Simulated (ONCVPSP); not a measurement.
# Sn, ONCV: configuration errors across variants

```
Element                 : Sn
Generator               : ONCVPSP 4.0.1
Type                    : optimised norm-conserving Vanderbilt (ONCV)
Functional              : PBE
Relativity              : scalar-relativistic
Frozen core             : [Ar] 3d10
Valence charge          : 22
Reference configuration : 4s2 4p6 4d10 5s2 5p2
Partial waves           : 4s+5s: rc 1.35 bohr, ncon 4, nbas 8, qcut 7 1/bohr, 2 projectors; 4p+5p: rc 1.40 bohr, ncon 3, nbas 6, qcut 7.7 1/bohr, 2 projectors; 4d: rc 1.05 bohr, ncon 3, nbas 6, qcut 8.3 1/bohr, 3 projectors, debl 3.6 Ha
Local potential         : polynomial inside 0.75 bohr (lpopt 4, dvloc0 2 Ha)
Core correction         : Teter function, fcfact 3.75, rcfact 1.6
```

All-electron excitation energies from the reference (eV): (1) 4s2 4p6 4d10 5s2 5p1 6.875; (2) 4s2 4p6 4d10 5s2 5p0 20.828; (3) 4s2 4p6 4d10 5s1 5p0 51.800; (4) 4s2 4p6 4d10 5s0 5p4 14.186.

1 further variants failed, have other tests or too few solved ones, and are left out.

Errors AE − PS in meV (a dash: test not solved or not reliable):

| change | (1) | (2) | (3) | (4) | bound ghosts | GHOST(+) flags above zero |
| --- | --- | --- | --- | --- | --- | --- |
| base | -1.2 | -4.1 | -13 | -6.6 | none | s |
| p: qcut 10 | -1.3 | -4.2 | -13 | -6.7 | none | s |
| s: rc 1.06 | -1.3 | -4.3 | -12 | -2.4 | none | s |

Give the same row for: s: ncon 5, nbas 9.

-1.2, -4.2, -13, -5.2; bound ghosts: none; GHOST(+) flags above zero: s.
